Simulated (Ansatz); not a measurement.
```yaml
crystal:
  periodic: [true, true, true]
  atoms:
    - {symbol: F, position_ang: [0.554849, 0.807531, 2.239275]}
    - {symbol: C, position_ang: [0.181925, 0.409789, 1.058962]}
    - {symbol: C, position_ang: [-0.645754, -0.534870, 0.522882]}
    - {symbol: Ge, position_ang: [-0.570188, -0.545517, -1.065657]}
    - {symbol: C, position_ang: [0.721109, 0.735052, 0.086121]}
    - {symbol: H, position_ang: [-1.339460, -1.327478, 1.656692]}
    - {symbol: H, position_ang: [-1.601489, 0.260796, -1.966102]}
    - {symbol: H, position_ang: [0.381863, -1.568881, -1.726797]}
    - {symbol: H, position_ang: [0.879835, 1.883516, -0.374580]}
    - {symbol: H, position_ang: [1.971793, 0.445504, -0.360518]}
basis:
  gaussian: {orbitals: def2-SVPD, final_grid: {core_spheres: 5, valence_spheres: 4, degree: 11}, nuclear_model: gaussian}
hamiltonian: {xc: {name: r2SCAN0}, dispersion: d4}
output: {forces: true}
```

```sh
$ ansatz run in.yaml --threads 4 --pin off --events-out ev --progress --plain --max-ram 10444MiB
```

Task: How does Ansatz answer? (Best estimate.)

Result: Computed: The input was rejected before any iteration.
```
Error: YAML parse error: error: line 2 column 3: crystal: missing field `lattice` (a structure is typed as `lattice` and `atoms`, a molecule's as `atoms` in Å alone, or read from a run's directory, `checkpoint`)
 --> <input>:2:3
1 | crystal:
2 |   periodic: [true, true, true]
3 |   atoms:
4 |     - {symbol: F, position_ang: [0.554849, 0.807531, 2.239275]}
```
